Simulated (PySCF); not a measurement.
CH3AlF, SMILES [Al]([CH3])[F], multiplicity 2.

Geometry: PBE0-D3(BJ)/def2-TZVP. The multiplicity is an assumed one; other spin states were not compared. The isomer is the one that the SMILES or the coordinates give; other isomers of the formula were not compared.

Method: PySCF with PBE0-D3(BJ)/def2-TZVP.

Frequencies are harmonic and unscaled.

Computed vibrational spectrum:
```csv
mode,ν (cm⁻¹),IR (km/mol),moving atoms (share of kinetic energy)
1,55,0.4,H 85 %
2,192,12.8,"F 36 %, Al 26 %, H 19 %, C 18 %"
3,563,0.1,"H 85 %, C 14 %"
4,589,21.2,"C 51 %, Al 29 %, H 14 %"
5,672,31.4,"H 74 %, C 18 %"
6,820,123.0,"F 50 %, Al 45 %"
7,1176,5.1,"H 82 %, C 18 %"
8,1425,4.6,H 95 %
9,1436,5.6,H 95 %
10,3037,4.3,H 97 %
11,3121,3.8,"H 91 %, C 9 %"
12,3152,4.0,"H 91 %, C 9 %"
```
